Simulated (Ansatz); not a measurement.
A structure relaxed at PBE0-D4/def2-TZVP, charge 0, multiplicity 1:

```json
{"atom": "F1", "x (Å)": "1.400", "y (Å)": "-1.198", "z (Å)": "-1.446"}
{"atom": "Si2", "x (Å)": "1.409", "y (Å)": "-0.678", "z (Å)": "0.046"}
{"atom": "F3", "x (Å)": "2.760", "y (Å)": "0.108", "z (Å)": "0.264"}
{"atom": "O4", "x (Å)": "0.193", "y (Å)": "0.349", "z (Å)": "0.269"}
{"atom": "Si5", "x (Å)": "-1.342", "y (Å)": "0.831", "z (Å)": "0.017"}
{"atom": "Cl6", "x (Å)": "-2.596", "y (Å)": "-0.782", "z (Å)": "0.143"}
{"atom": "H7", "x (Å)": "1.353", "y (Å)": "-1.818", "z (Å)": "0.962"}
{"atom": "H8", "x (Å)": "-1.473", "y (Å)": "1.405", "z (Å)": "-1.337"}
{"atom": "H9", "x (Å)": "-1.705", "y (Å)": "1.784", "z (Å)": "1.082"}
```

(1) Give its formula and SMILES.

(2) Summarise the bond lengths by kind.

Answers

(1) ClF2H3OSi2, `F[SiH](F)O[SiH2]Cl`.

(2) 2 × F–Si 1.577 to 1.580 Å; 2 × O–Si 1.608 to 1.629 Å; 3 × H–Si 1.464 to 1.476 Å; 1 × Cl–Si 2.047 Å.

Program: Ansatz 0.2.0.
